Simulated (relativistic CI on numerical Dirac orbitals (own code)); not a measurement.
**Ni⁺ in a cubic cluster: 3p photoemission with charge transfer**

Computed with a charge-transfer multiplet model of a cubic metal-ligand cluster with up to one ligand hole, Slater and spin-orbit integrals from Dirac-Coulomb-Breit ions, Slater integrals scaled by 0.8. The ground state mixes d9 with configurations of k ligand holes L, whose averages lie at kΔ + k(k − 1)U_dd/2; a core hole lowers each added d electron by U_cd. 300 K, Lorentzian 0.9 eV and Gaussian 0.8 eV FWHM.

Atomic integrals in eV (Slater integrals scaled, ζ unscaled), ground: F2dd 9.736, F4dd 6.042, zeta_d 0.072; with the core hole: F2dd 9.736, F4dd 6.042, zeta_d 0.080, zeta_core 1.430, F2cd 10.863, G1cd 13.457, G3cd 8.141.

Cluster parameters (eV): Δ = 7.9, U_dd = 8.2, 10Dq = 0.7, 10Dq(ligand) = 1.6, V(eg) = 2.2, V(t2g) = -1.09, final-state hopping factor = 1.

| Case | n_d | d9 | d10L | S |
| --- | --- | --- | --- | --- |
| U_cd = 8.4 eV | 9.07 | 0.93 | 0.07 | 0.50 |
| U_cd = 9 eV | 9.07 | 0.93 | 0.07 | 0.50 |
| U_cd = 9.6 eV | 9.07 | 0.93 | 0.07 | 0.50 |
| U_cd = 10.8 eV | 9.07 | 0.93 | 0.07 | 0.50 |
| U_cd = 11.4 eV | 9.07 | 0.93 | 0.07 | 0.50 |

Weights, n_d and S are thermal averages at 300 K. Binding energies count from the first peak over 30 % of the highest in each spectrum, which can be another peak from case to case. The parameters are a model scan and need not match a compound or its usual spin state. Peaks in eV (height, largest 100):
- U_cd = 8.4 eV: 0.0 (100), 4.1 (23), 6.6 (30), 12.8 (26)
- U_cd = 9 eV: 0.0 (100), 7.0 (34), 12.9 (27)
- U_cd = 9.6 eV: 0.0 (100), 7.1 (38), 13.2 (27)
- U_cd = 10.8 eV: 0.0 (100), 1.9 (48), 7.5 (48), 13.7 (30)
- U_cd = 11.4 eV: 0.0 (100), 1.9 (51), 3.9 (33), 7.8 (54), 14.0 (32)

Curve for U_cd = 9 eV (points under 2 left out, the grid thinned):

| E (eV) | Intensity |
| --- | --- |
| -3.6 | 3.1 |
| -3.2 | 3.9 |
| -2.7 | 5.4 |
| -2.3 | 7.4 |
| -1.9 | 10.9 |
| -1.5 | 18.0 |
| -1.0 | 39.9 |
| -0.6 | 71.9 |
| -0.2 | 97.9 |
| 0.3 | 90.2 |
| 0.7 | 70.2 |
| 1.1 | 56.0 |
| 1.6 | 45.1 |
| 2.0 | 40.6 |
| 2.4 | 35.4 |
| 2.8 | 28.8 |
| 3.3 | 23.6 |
| 3.7 | 22.5 |
| 4.1 | 21.5 |
| 4.6 | 18.8 |
| 5.0 | 16.8 |
| 5.4 | 18.2 |
| 5.9 | 26.0 |
| 6.3 | 31.2 |
| 6.7 | 33.4 |
| 7.1 | 34.0 |
| 7.6 | 30.1 |
| 8.0 | 26.0 |
| 8.4 | 19.9 |
| 8.9 | 11.0 |
| 9.3 | 6.7 |
| 9.7 | 4.9 |
| 10.1 | 4.1 |
| 10.6 | 4.1 |
| 11.0 | 5.0 |
| 11.4 | 7.5 |
| 11.9 | 14.8 |
| 12.3 | 22.0 |
| 12.7 | 26.1 |
| 13.2 | 24.8 |
| 13.6 | 17.1 |
| 14.0 | 9.3 |
| 14.4 | 5.1 |
| 14.9 | 2.9 |
| 15.3 | 2.1 |

For the case U_cd = 9.6 eV, Δ = 7.9 eV is smaller than U_dd = 8.2 eV, the charge-transfer side of the Zaanen-Sawatzky-Allen scheme. With the core hole the configuration with one ligand hole lies at Δ − U_cd = -0.5, -1.1, -1.7, -2.9, -3.5 eV from the one without, in the order of the table; where this is negative the screened configuration lies lower, though the effective hopping of about 2.1 eV (from the holes of the mixed ground state) mixes the two strongly wherever it is as large as the gap.
